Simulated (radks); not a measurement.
All-electron atom: Zn3+ in [Ar] 3d8 4p1 (not the ground configuration). All-electron calculation, scalar-relativistic Kohn-Sham, PBE, spin-polarised, spherical densities, finite nucleus; open shells are filled with parallel spins first; Fermi nuclear charge, rms radius 3.9283 fm. Program: a radial shooting solver on a logarithmic mesh with Libxc functionals.

Unscreened Slater integrals over Kohn-Sham orbitals (eV). They are taken over the spin-up orbitals.

| integral | value |
|---|---|
| F0(4p,4p) | 11.060 |
| F2(4p,4p) | 5.9082 |
| F0(4p,3d) | 14.148 |
| F2(4p,3d) | 3.2837 |
| G1(4p,3d) | 1.2571 |
| G3(4p,3d) | 1.1222 |
| F0(4p,3p) | 14.298 |
| F2(4p,3p) | 2.9444 |
| G0(4p,3p) | 0.76407 |
| G2(4p,3p) | 0.88582 |
| F0(4p,3s) | 14.339 |
| G1(4p,3s) | 0.86434 |
| F0(3d,3d) | 32.239 |
| F2(3d,3d) | 15.147 |
| F4(3d,3d) | 9.4692 |
| F0(3d,3p) | 33.560 |
| F2(3d,3p) | 16.002 |
| G1(3d,3p) | 19.639 |
| G3(3d,3p) | 12.025 |
| F0(3d,3s) | 34.109 |
| G2(3d,3s) | 14.974 |
| F0(3p,3p) | 35.261 |
| F2(3p,3p) | 17.655 |
| F0(3p,3s) | 35.838 |
| G1(3p,3s) | 23.728 |
| F0(3s,3s) | 36.470 |

Derived for the open shells (J is the average intra-shell exchange parameter used in DFT+U). 3d: Racah B = F2/49 - 5 F4/441 = 0.2018 eV, C = 35 F4/441 = 0.7515 eV, C/B = 3.72, F4/F2 = 0.625, J = (F2 + F4)/14 = 1.758 eV. 4p: J = F2/5 = 1.182 eV.
